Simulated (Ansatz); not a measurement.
This geometry of a periodic cell of 63 atoms, Si (host Si, host structure diamond, one Si atom removed) is a first-order saddle point.

Theory: Ansatz 0.2.0, DFT LDA, scalar-relativistic, plane waves, PAW. Settings: PAW set soft_1, cutoff 420 eV, k mesh 1x1x1, fermi-dirac smearing 0.05 eV, no spin polarisation.

```xyz
63
Lattice="10.8600 0.0000 0.0000 0.0000 10.8600 0.0000 0.0000 0.0000 10.8600" Properties=species:S:1:pos:R:3
Si 5.444 -0.014 -0.037
Si 6.767 1.361 1.346
Si 8.142 2.725 0.009
Si 9.459 4.153 1.436
Si 8.147 0.004 2.702
Si 9.501 1.359 4.072
Si 0.012 0.014 -0.004
Si 1.342 1.392 1.369
Si 2.713 2.718 0.000
Si 4.038 4.087 1.370
Si 5.416 5.418 -0.002
Si 6.780 6.789 1.354
Si 8.147 8.145 -0.003
Si 9.501 9.513 1.353
Si 2.720 0.009 2.691
Si 4.088 1.337 4.070
Si 5.414 2.717 2.704
Si 6.781 4.073 4.072
Si 8.122 5.586 2.867
Si 8.860 7.494 4.758
Si 5.520 -0.093 5.385
Si 6.811 1.313 6.760
Si 8.147 2.714 5.427
Si 9.500 4.074 6.793
Si 8.186 -0.110 8.033
Si 9.496 1.326 9.469
Si -0.027 5.454 0.040
Si 1.249 6.830 1.461
Si 2.685 8.141 0.026
Si 4.074 9.510 1.340
Si -0.026 2.757 2.737
Si 1.255 4.171 4.113
Si 2.669 5.455 2.738
Si 4.070 6.790 4.072
Si 5.431 8.143 2.707
Si 6.959 9.334 4.042
Si 0.013 0.006 5.426
Si 1.367 1.364 6.805
Si 2.689 2.737 5.426
Si 4.075 4.057 6.792
Si 5.431 5.425 5.426
Si 6.948 6.763 6.626
Si 9.544 9.315 6.596
Si 2.749 -0.014 8.129
Si 4.074 1.356 9.498
Si 5.444 2.681 8.128
Si 6.771 4.061 9.501
Si 8.146 5.422 8.145
Si 9.501 6.791 9.501
Si -0.185 8.184 2.900
Si 1.362 9.517 4.072
Si -0.178 5.612 5.461
Si 1.361 6.791 6.797
Si 2.715 8.145 5.426
Si 4.113 9.478 6.761
Si 0.008 2.716 8.158
Si 1.342 4.087 9.535
Si 2.718 5.409 8.151
Si 4.083 6.786 9.485
Si 5.513 8.103 8.058
Si 6.811 9.477 9.457
Si 0.012 8.145 8.147
Si 1.369 9.519 9.505
```

Which two structures does it join? (They come from a converged band through this point; their orientation in space is the band's.)

Contacts lost: Si19–Si20, Si20–Si50, Si20–Si52. Contacts made: Si20–Si36, Si20–Si42, Si20–Si43. The atom that moves furthest is Si20, by 2.35 Å.

Initial state:

```xyz
63
Lattice="10.8600 0.0000 0.0000 0.0000 10.8600 0.0000 0.0000 0.0000 10.8600" Properties=species:S:1:pos:R:3
Si 5.424 0.000 -0.003
Si 6.777 1.348 1.362
Si 8.142 2.710 -0.004
Si 9.508 4.074 1.355
Si 8.161 -0.021 2.723
Si 9.498 1.360 4.069
Si 0.000 0.001 -0.004
Si 1.360 1.362 1.354
Si 2.712 2.718 -0.004
Si 4.069 4.073 1.352
Si 5.429 5.432 -0.007
Si 6.790 6.789 1.350
Si 8.142 8.142 -0.006
Si 9.499 9.497 1.344
Si 2.714 -0.004 2.713
Si 4.078 1.352 4.058
Si 5.429 2.715 2.711
Si 6.789 4.068 4.071
Si 8.129 5.439 2.722
Si 9.501 6.790 4.061
Si 5.443 -0.015 5.441
Si 6.786 1.364 6.782
Si 8.142 2.711 5.424
Si 9.495 4.068 6.777
Si 8.124 -0.007 8.135
Si 9.512 1.356 9.495
Si -0.006 5.431 -0.005
Si 1.353 6.777 1.354
Si 2.715 8.142 -0.006
Si 4.074 9.508 1.357
Si -0.003 2.718 2.713
Si 1.348 4.078 4.064
Si 2.710 5.429 2.714
Si 4.064 6.793 4.070
Si 5.443 8.131 2.724
Si 6.788 9.500 4.073
Si -0.016 -0.015 5.411
Si 1.352 1.354 6.791
Si 2.714 2.713 5.423
Si 4.073 4.078 6.788
Si 5.440 5.445 5.409
Si 6.781 6.793 6.780
Si 9.504 9.515 6.797
Si 2.712 -0.001 8.139
Si 4.066 1.363 9.499
Si 5.427 2.721 8.138
Si 6.779 4.077 9.493
Si 8.156 5.445 8.121
Si 9.495 6.790 9.498
Si -0.013 8.160 2.717
Si 1.358 9.496 4.071
Si -0.020 5.446 5.441
Si 1.359 6.790 6.779
Si 2.711 8.144 5.425
Si 4.063 9.500 6.777
Si -0.002 2.718 8.137
Si 1.357 4.074 9.499
Si 2.715 5.431 8.138
Si 4.078 6.782 9.491
Si 5.441 8.167 8.126
Si 6.787 9.501 9.507
Si -0.014 8.132 8.127
Si 1.353 9.511 9.496
```

Final state:

Only the atoms that move by more than 0.05 Å are listed.
```
Si20 8.146 8.144 5.429
```

How far does it lie above each of them?

0.39 eV above the first and 0.39 eV above the second. This is the barrier of this one path; another mechanism may lie lower. Limits of this set-up: coarse k mesh, PAW files made for another functional.

Run time: 6.3 min on 4 threads of Arm Neoverse V2 (shared host), peak memory 3.2 GiB.
